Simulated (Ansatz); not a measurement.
Reaction (atomization): `[NH2][GeH]([SH])[TeH]` → Ge• + 5 H• + N• + S• + Te•

Program: Ansatz. Geometries: PBE0-D4/def2-TZVP. ΔE: electronic, gas phase. CCSD(T)/CBS is the MP2 limit (def2-TZVPP, def2-QZVPP) plus CCSD(T) − MP2 in def2-TZVPP, frozen cores. This one scheme is used for every species, atoms too. Functionals use def2-TZVPP. No spin–orbit coupling; open shells (•) take unrestricted orbitals. Spin–orbit coupling would lower the free atoms: a little for S; clearly for Ge; strongly for Te. def2 core potentials past Kr. Bonds to Ge, Te are less sure, by a few kJ/mol each and by 10 to 20 or more in all where they break to atoms, as the def2 sets lack core-valence functions. Scalar relativity is left out up to krypton. Each species was taken in one conformer, which may not be the lowest.

```
             level  ΔE (kJ/mol)  difference from CCSD(T)/CBS
        r2SCAN0-D4       2496.3                        -73.9
           ωB97M-V       2540.3                        -29.9
               PBE       2559.5                        -10.7
              BLYP       2485.0                        -85.2
  CCSD(T)/def2-SVP       2304.2                       -266.0
SCS-MP2/def2-TZVPP       2495.4                        -74.8
   CCSD/def2-TZVPP       2427.1                       -143.1
     HF/def2-QZVPP       1669.8                       -900.4
SCS-MP2/def2-QZVPP       2556.7                        -13.5
      HF/CBS(def2)       1670.2                       -900.0
       CCSD(T)/CBS       2570.2                            0
```

Largest T1 diagnostic among the species: 0.011.

From r2SCAN to r2SCAN0 (25 % exact exchange), in def2-TZVPP and without D4, ΔE moves by −48.1 kJ/mol: exact exchange takes away binding that semilocal exchange gives to molecules. Leaving LDA and LC-ωPBE aside and taking each functional with its dispersion term where it has one, the values, not all of them listed here, spread over 122.5 kJ/mol, from BHLYP-D4 to PBE-D4. LDA lies +398.7 kJ/mol from PBE without D4, its usual overbinding.

For atomizations the MP2-based limit and the directly extrapolated one differ by several kJ/mol either way, and by 10 to 25 for some Ge, Se and Sn compounds, so smaller differences from it don't rank the levels.
